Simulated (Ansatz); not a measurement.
The cluster Li7H7, relaxed as a singlet with RKS PBE-D4/def2-TZVP in Ansatz, starting from the GFN1-xTB geometry. Force threshold 0.02 eV/Å.

The restricted singlet is unstable towards broken spin symmetry in Hartree–Fock (as tested in another run); at PBE-D4/def2-TZVP this wasn't settled. In the singlet, H10 and H13 lie 0.78 Å apart (atoms count from 1), so H2 has formed as a molecule. Another isomer (singlet) lies 2.01 eV lower at PBE0-D4/def2-TZVP; other spin states weren't run for this one.

Start:

```
atom    x (Å)    y (Å)    z (Å)
 Li1  -0.8360   0.2323   2.1738
 Li2   0.6302  -1.2320   0.0599
 Li3  -1.6747   0.9182  -0.0411
 Li4  -0.3340   0.6253  -2.3645
 Li5   1.8576  -0.2029  -2.1103
 Li6   0.6744   1.2800   0.5759
 Li7   0.1401  -1.8111  -2.5090
  H8  -0.9119   1.8256   1.3579
  H9   0.7267  -0.3167   1.5815
 H10  -1.8209  -0.4781   3.4998
 H11   1.5232  -1.8328  -1.3504
 H12   0.9909   1.1908  -1.1912
 H13  -1.6016   0.2025   3.8219
 H14   0.6360  -0.4011  -3.5041
```

| step | energy (eV) | largest force component (eV/Å) | SCF passes |
| --- | --- | --- | --- |
| 1 | -1542.3936 | 0.623 | 16 |
| 2 | -1542.6604 | 0.194 | 20 |
| 3 | -1542.7241 | 0.101 | 19 |
| 4 | -1542.7759 | 0.102 | 18 |
| 5 | -1542.8112 | 0.089 | 18 |
| 6 | -1542.8225 | 0.074 | 18 |
| 7 | -1542.8274 | 0.058 | 20 |
| 8 (rejected) | -1542.8193 | 0.109 | 20 |
| 9 | -1542.8311 | 0.043 | 20 |
| 10 | -1542.8324 | 0.016 | 20 |
| 11 (rejected) | -1542.8311 | 0.448 | 20 |
| 12 | -1542.8341 | 0.020 | 20 |
| 13 | -1542.8357 | 0.094 | 20 |
| 14 | -1542.8375 | 0.224 | 20 |
| 15 | -1542.8389 | 0.334 | 20 |
| 16 | -1542.8423 | 0.232 | 20 |
| 17 | -1542.8458 | 0.050 | 20 |
| 18 | -1542.8484 | 0.036 | 19 |
| 19 | -1542.8487 | 0.087 | 19 |
| 20 | -1542.8500 | 0.022 | 21 |
| 21 | -1542.8503 | 0.010 | 13 |

Force components are those of the run's own axes.

End:

Cartesian coordinates in Å:
```
Li -0.365 0.620 2.349
Li 0.755 -1.338 0.543
Li -1.926 0.666 0.053
Li -0.128 1.021 -2.470
Li 1.796 -0.426 -1.998
Li 0.720 1.381 0.293
Li -0.414 -1.547 -1.910
H -0.935 1.781 1.181
H 1.079 0.058 1.576
H -1.730 -0.744 2.645
H 1.225 -1.831 -1.049
H 1.310 1.248 -1.380
H -1.773 -0.387 3.332
H 0.386 -0.504 -3.166
```

By distances, no bond broke or formed. The bond that changes most is Li3–Li4, from 2.70 to 3.12 Å (atoms count from 1).

The force fell under the threshold at step 10, but the optimiser went on and released 0.018 eV more. No frequencies were taken in this run, so the end may be a saddle point.

Run time 24 s (4 threads of Arm Neoverse V1 on a shared host).
